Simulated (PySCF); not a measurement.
Br, charge +1, triplet. Base run: DF-TPSS/6-31G** (PySCF).

Input for PySCF:
```python
from pyscf import gto, scf, dft

mol = gto.M(
    atom='''
Br    0.000000    0.000000    0.000000
''',
    basis='6-31g**',
    charge=1,
    spin=2,
    verbose=5,
)

mf = dft.UKS(mol)
mf.xc = 'tpss'
mf = mf.density_fit(auxbasis='def2-universal-jkfit')
mf.kernel()
mf.analyze()
```

Each row names what was changed in the base input (with any setting that the change needs).

```
change               basis functions       E (Eh)  HOMO (eV)
-------------------  ---------------  -----------  ---------
base                              32  -2573.27308     -16.63
basis = 3-21G                     22  -2561.17642     -16.35
basis = pcseg-1                   27  -2573.28052     -16.77
basis = cc-pVDZ                   27  -2573.55478     -16.65
basis = def2-SV(P)                32  -2573.27231     -16.68
basis = aug-pcseg-1               36  -2573.28173     -16.70
basis = def2-SVPD                 41  -2573.27303     -16.66
basis = cc-pVTZ                   43  -2573.62800     -16.68
basis = pcseg-2                   43  -2573.62447     -16.72
basis = pc-2                      43  -2573.63106     -16.71
basis = def2-TZVPP                48  -2573.58068     -16.70
basis = def2-TZVP                 48  -2573.58068     -16.70
basis = cc-pVQZ                   68  -2573.63107     -16.69
```

Totals compare only among sets that treat the same electrons; sets with core potentials leave the core out.

Open shells are given as the SCF converged; they aren't shown to be the lowest states, and a large step between rows can be another state.
